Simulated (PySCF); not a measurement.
Species: C8H17Al.
Cartesian coordinates in Å at the PBE0-D3(BJ)/def2-SVP level; atoms count from 1:
```xyz
26
C8H17Al angstrom
C     -2.1642   -0.9902   -0.1025
C     -1.2772    0.2538    0.0257
C     -1.9244    1.2189    1.0219
C     -1.1848    0.9466   -1.3379
C      0.1307   -0.1152    0.5377
C      0.8748   -1.2373   -0.2165
C      2.3658   -1.2697    0.1553
C      3.0187    0.1113   -0.0434
Al     1.5418    1.2760    0.5288
H     -1.7688   -1.6955   -0.8494
H     -2.2329   -1.5230    0.8596
H     -3.1871   -0.7193   -0.4116
H     -2.9331    1.5162    0.6925
H     -1.3256    2.1376    1.1373
H     -2.0187    0.7542    2.0165
H     -0.6030    1.8846   -1.2683
H     -2.1823    1.2165   -1.7204
H     -0.7058    0.3045   -2.0934
H      0.0213   -0.4529    1.5906
H      0.7955   -1.0681   -1.3069
H      0.4226   -2.2276   -0.0325
H      2.8789   -2.0630   -0.4160
H      2.4514   -1.5635    1.2182
H      3.9905    0.2054    0.4660
H      3.2220    0.2844   -1.1185
H      1.5122    2.8351    0.8671
```

Computed with PBE0-D3(BJ)/def2-SVP geometry optimisation, gas phase (PySCF).

(1) Which atoms are bound to Al9, and at what distances?

(2) List the angles at Al9.

(3) What is the shape at Al9?

(4) What are the other bond lengths?

(5) Give some angles away from the centre.

(6) What are the rotational constants (commonest isotopes, rigid rotor)?

Results:

(1) 3 atoms: H26 1.596 Å, C8 1.966 Å, C5 1.982 Å. The nearest atom not counted as bound is H19, at 2.54 Å.

(2) 
| angle | degrees | distance of the outer atoms (Å) |
| --- | --- | --- |
| C5–Al9–H26 | 132.2 | 3.27 |
| C8–Al9–H26 | 130.9 | 3.24 |
| C5–Al9–C8 | 96.9 | 2.95 |

(3) Planar: angles 132.2°, 130.9° and 96.9°, sum 360.0°, 0.00 Å off the plane of its three neighbours. The Al–C distances aren't all alike: 1.966 to 1.982 Å.

(4) C1–C2, C2–C3, C2–C4 1.532 Å; C2–C5 1.543 Å; C5–C6 1.543 Å; C6–C7 1.537 Å; C7–C8 1.540 Å. (A selection.)

(5) C1–C2–C3 108.7°, C1–C2–C5 111.2°, C3–C2–C5 108.7°, C2–C5–C6 116.9°, C2–C5–Al9 118.7°, C6–C5–Al9 99.5°, C5–C6–C7 111.4°, C6–C7–C8 111.2°, C7–C8–Al9 100.1°.

(6) A = 2238, B = 959.7, C = 809.5 MHz: an asymmetric top.

Point group: C1 (no symmetry element, even within 0.4 Å). Charge 0, singlet. Whether it is a minimum is left open (no frequencies).

The run took about 8 min of CPU time (one thread, shared machine). That covers the optimisation of the geometry.

One conformer stands for the species.
